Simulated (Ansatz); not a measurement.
Relaxation of FH4O3Zr (9 atoms, charge 0, multiplicity 2), to a largest force component of 0.03 eV/Å in at most 50 steps.

Computed with Ansatz, UKS B3LYP-D4/def2-SVP.

```xyz
9
Properties=species:S:1:pos:R:3:forces:R:3
Zr -0.112 -0.340 -0.562 -0.04 0.07 0.14
F -0.272 -0.082 2.606 0.04 0.01 -0.05
O 1.820 -0.350 -0.673 -0.04 -0.01 -0.03
H 2.775 -0.424 -0.672 0.00 0.00 0.01
O -0.971 1.374 -0.203 0.07 -0.05 0.05
H -1.487 2.180 -0.140 0.02 -0.05 0.01
O -1.109 -1.987 -0.412 0.02 0.02 -0.03
H -1.593 -2.800 -0.254 0.00 0.00 0.00
H -0.144 0.781 2.288 -0.08 0.02 -0.08
```

**Question.** Where does it end, and by what steps?

**Answer.** The run converged. After 36 steps the energy has fallen by 1.154 eV; H9 moved furthest, 1.45 Å. Parted: F2–H9 (0.93 → 2.16 Å). Joined: Zr1–F2 (3.18 → 1.97 Å), O5–H9 (2.69 → 0.97 Å).

| step | energy less start (eV) | largest force component (eV/Å) | accepted |
| --- | --- | --- | --- |
| 0 | 0.0000 | 0.137 | yes |
| 2 | -0.0881 | 1.327 | yes |
| 4 | -0.2326 | 0.901 | yes |
| 6 | -0.2919 | 0.239 | yes |
| 8 | -0.3531 | 1.396 | yes |
| 10 | -0.4764 | 0.846 | yes |
| 12 | -0.5260 | 0.480 | yes |
| 14 | -0.5482 | 0.181 | yes |
| 16 | -0.5786 | 0.330 | yes |
| 18 | -0.6486 | 1.103 | yes |
| 20 | -0.8912 | 1.011 | yes |
| 22 | -1.0664 | 0.526 | yes |
| 24 | -1.0993 | 0.280 | yes |
| 26 | -1.1046 | 1.111 | no |
| 28 | -1.1405 | 0.131 | yes |
| 30 | -1.1471 | 0.133 | yes |
| 32 | -1.1509 | 0.034 | yes |
| 34 | -1.1432 | 0.728 | no |
| 36 | -1.1539 | 0.021 | yes |

```xyz
9
Properties=species:S:1:pos:R:3
Zr -0.162 -0.717 0.316
F -0.840 -0.324 2.128
O 1.418 -0.349 -0.751
H 2.307 -0.188 -1.069
O -0.295 1.642 0.625
H -0.615 2.286 -0.021
O -0.865 -2.448 -0.155
H -1.198 -3.269 -0.521
H -0.842 1.718 1.426
```

Whether the end is a true minimum wasn't checked by a vibrational analysis.

Run time: 89 s on 4 threads of Arm Neoverse V2, on a shared host, peak memory 0.34 GiB.
